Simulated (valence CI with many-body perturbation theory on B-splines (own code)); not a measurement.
# Forbidden lines of Hg⁵⁶⁺

Computed by relativistic CI+MBPT: six valence electrons over a frozen Dirac-Fock core [Ar], radial functions for each j: 7 s, 7 p, 8 d, 6 f, 4 g, 1 h, with the one-electron correlation potential Σ1 (screened to all orders), the two-electron term Σ2, the three-electron term Σ3, Breit, model QED; selected single and double excitations, second order for the rest, scaled by the run's own slope (own B-spline code, finite nucleus).

No measured spectrum was set against this ion. As an estimate, large intervals hold to a few tenths of a per cent, small ones and those within an open d or f shell to about a per cent. Core correlation moves these levels by up to 17000 cm⁻¹, and in measured spectra 5 to 20 % of such shifts remained as error; rates that hang on mixing are uncertain with them. Among the levels kept, up to 1100 cm⁻¹ of a level comes from second order outside the variational space, and about a tenth of that is noise between levels of different J, which matters for small intervals. The list stops below the first excitations out of the core. Only levels of the ground parity were solved; by the run's estimate the other parity begins above the list, which can be wrong where configurations are misplaced.

Lines 1 to 50 of 88 in falling wavelength, among levels below 285.67 eV, chosen from the decays that carry over 1 % of a level's rate. Wavelengths and rates use the calculated energies. Electric multipoles are in the length gauge with retardation, E1 and E2 with the static RPA response of the core. M1 uses the relativistic operator with retardation. S is in atomic units (e²a₀⁴ for E2 and M2, e²a₀⁶ for E3), for M1 in squared Bohr magnetons. Weak lines are less certain than strong ones. Lines between different terms over intervals too small for the method are left out, as are lines whose strength nearly cancels. The highest levels of a list are the least certain.

Levels are named by their leading jj configuration (3d3/2^4 stands for four electrons in 3d with j = 3/2), which in mixed levels can hold well under half, so a name can repeat and another be missing. Letters in brackets count levels of one name in rising energy.

```tsv
λ vac (Å)	Upper	Lower	Type	A (s⁻¹)	S (a.u.)
1400	(3d3/2^4 3d5/2^2) J=2	(3d3/2^4 3d5/2^2) J=4	E2	2.91e-02	6.98e-04
801.3	(3d3/2^3 3d5/2^3) J=4 [b]	(3d3/2^3 3d5/2^3) J=3 [b]	M1	3.86e+03	6.63e-01
731.9	(3d3/2^3 3d5/2^3) J=2 [b]	(3d3/2^3 3d5/2^3) J=3 [b]	M1	1.43e+04	1.04e+00
587.3	(3d3/2^4 3d5/2^2) J=0	(3d3/2^4 3d5/2^2) J=2	E2	8.27e+00	5.16e-04
531.8	(3d3/2^3 3d5/2^3) J=0	(3d3/2^3 3d5/2^3) J=1 [a]	M1	7.61e+04	4.24e-01
492.2	(3d3/2^3 3d5/2^3) J=4 [b]	(3d3/2^3 3d5/2^3) J=5	M1	1.07e+04	4.28e-01
367.8	(3d3/2^3 3d5/2^3) J=4 [b]	(3d3/2^3 3d5/2^3) J=4 [a]	M1	2.65e+04	4.40e-01
343.7	(3d3/2^3 3d5/2^3) J=2 [b]	(3d3/2^3 3d5/2^3) J=3 [a]	M1	6.10e+04	4.59e-01
201.7	(3d3/2^2 3d5/2^4) J=0 [b]	(3d3/2^2 3d5/2^4) J=1	M1	3.24e+05	9.84e-02
184.2	(3d3/2^2 3d5/2^4) J=0 [a]	(3d3/2^3 3d5/2^3) J=1 [b]	M1	6.50e+05	1.50e-01
177.7	(3d3/2^3 3d5/2^3) J=1 [a]	(3d3/2^4 3d5/2^2) J=0	M1	1.49e+06	9.33e-01
173.4	(3d3/2^2 3d5/2^4) J=4 [a]	(3d3/2^3 3d5/2^3) J=4 [b]	M1	1.94e+05	3.37e-01
170.9	(3d3/2^2 3d5/2^4) J=3 [a]	(3d3/2^3 3d5/2^3) J=3 [c]	M1	2.00e+05	2.59e-01
168.4	(3d3/2^2 3d5/2^4) J=3 [a]	(3d3/2^3 3d5/2^3) J=2 [b]	M1	4.66e+05	5.77e-01
163.0	(3d3/2^2 3d5/2^4) J=5	(3d3/2^3 3d5/2^3) J=4 [b]	M1	1.30e+06	2.30e+00
153.4	(3d3/2^2 3d5/2^4) J=2 [a]	(3d3/2^3 3d5/2^3) J=3 [b]	M1	3.04e+05	2.03e-01
150.2	(3d3/2^2 3d5/2^4) J=3 [b]	(3d3/2^3 3d5/2^3) J=2 [b]	M1	4.30e+05	3.78e-01
147.6	(3d3/2^2 3d5/2^4) J=3 [b]	(3d3/2^3 3d5/2^3) J=4 [b]	M1	2.45e+06	2.04e+00
146.4	(3d3/2^2 3d5/2^4) J=1	(3d3/2^3 3d5/2^3) J=2 [b]	M1	2.05e+06	7.14e-01
145.9	(3d3/2^2 3d5/2^4) J=1	(3d3/2^3 3d5/2^3) J=1 [b]	M1	2.20e+06	7.59e-01
145.3	(3d3/2^3 3d5/2^3) J=3 [a]	(3d3/2^4 3d5/2^2) J=2	M1	2.77e+06	2.21e+00
145.0	(3d3/2^2 3d5/2^4) J=4 [b]	(3d3/2^3 3d5/2^3) J=3 [c]	M1	3.88e+05	3.94e-01
142.5	(3d3/2^2 3d5/2^4) J=4 [a]	(3d3/2^3 3d5/2^3) J=3 [b]	M1	6.49e+05	6.27e-01
140.8	(3d3/2^2 3d5/2^4) J=4 [b]	(3d3/2^3 3d5/2^3) J=4 [b]	M1	1.06e+05	9.91e-02
140.2	(3d3/2^2 3d5/2^4) J=2 [b]	(3d3/2^3 3d5/2^3) J=2 [b]	M1	3.70e+05	1.89e-01
139.7	(3d3/2^2 3d5/2^4) J=2 [b]	(3d3/2^3 3d5/2^3) J=1 [b]	M1	1.76e+05	8.92e-02
136.9	(3d3/2^2 3d5/2^4) J=3 [a]	(3d3/2^3 3d5/2^3) J=3 [b]	M1	7.53e+05	5.01e-01
136.4	(3d3/2^3 3d5/2^3) J=1 [a]	(3d3/2^4 3d5/2^2) J=2	M1	1.11e+07	3.13e+00
134.9	(3d3/2^2 3d5/2^4) J=1	(3d3/2^3 3d5/2^3) J=0	M1	2.79e+06	7.61e-01
134.5	(3d3/2^2 3d5/2^4) J=3 [a]	(3d3/2^3 3d5/2^3) J=2 [a]	M1	2.43e+06	1.53e+00
131.7	(3d3/2^3 3d5/2^3) J=3 [a]	(3d3/2^4 3d5/2^2) J=4	M1	8.36e+06	4.95e+00
131.3	(3d3/2^2 3d5/2^4) J=2 [a]	(3d3/2^3 3d5/2^3) J=1 [a]	M1	5.27e+06	2.21e+00
130.4	(3d3/2^3 3d5/2^3) J=4 [a]	(3d3/2^4 3d5/2^2) J=4	M1	9.74e+06	7.21e+00
128.2	(3d3/2^2 3d5/2^4) J=4 [a]	(3d3/2^3 3d5/2^3) J=5	M1	2.70e+06	1.90e+00
127.1	(3d3/2^2 3d5/2^4) J=0 [a]	(3d3/2^3 3d5/2^3) J=1 [a]	M1	2.50e+07	1.90e+00
124.7	(3d3/2^2 3d5/2^4) J=3 [b]	(3d3/2^3 3d5/2^3) J=3 [b]	M1	4.80e+06	2.41e+00
124.0	(3d3/2^2 3d5/2^4) J=2 [a]	(3d3/2^3 3d5/2^3) J=3 [a]	M1	1.72e+07	6.07e+00
124.0	(3d3/2^3 3d5/2^3) J=1 [b]	(3d3/2^4 3d5/2^2) J=0	M1	4.35e+06	9.22e-01
123.3	(3d3/2^2 3d5/2^4) J=2 [c]	(3d3/2^3 3d5/2^3) J=3 [c]	M1	4.89e+06	1.70e+00
122.6	(3d3/2^2 3d5/2^4) J=3 [b]	(3d3/2^3 3d5/2^3) J=2 [a]	M1	2.99e+06	1.43e+00
122.5	(3d3/2^2 3d5/2^4) J=5	(3d3/2^3 3d5/2^3) J=5	M1	2.86e+06	2.14e+00
122.2	(3d3/2^2 3d5/2^4) J=5	(3d3/2^3 3d5/2^3) J=6	M1	5.79e+06	4.31e+00
122.0	(3d3/2^2 3d5/2^4) J=2 [c]	(3d3/2^3 3d5/2^3) J=2 [b]	M1	5.41e+06	1.82e+00
121.7	(3d3/2^2 3d5/2^4) J=2 [c]	(3d3/2^3 3d5/2^3) J=1 [b]	M1	2.56e+06	8.56e-01
120.6	(3d3/2^3 3d5/2^3) J=2 [a]	(3d3/2^4 3d5/2^2) J=2	M1	6.30e+06	2.05e+00
120.0	(3d3/2^2 3d5/2^4) J=1	(3d3/2^3 3d5/2^3) J=2 [a]	M1	2.05e+06	3.95e-01
120.0	(3d3/2^3 3d5/2^3) J=6	(3d3/2^4 3d5/2^2) J=4	E2	1.74e+02	5.03e-05
119.8	(3d3/2^2 3d5/2^4) J=4 [b]	(3d3/2^3 3d5/2^3) J=3 [b]	M1	1.47e+06	8.44e-01
119.7	(3d3/2^3 3d5/2^3) J=5	(3d3/2^4 3d5/2^2) J=4	M1	2.10e+06	1.47e+00
118.7	(3d3/2^3 3d5/2^3) J=3 [b]	(3d3/2^4 3d5/2^2) J=2	M1	9.89e+05	4.29e-01
```
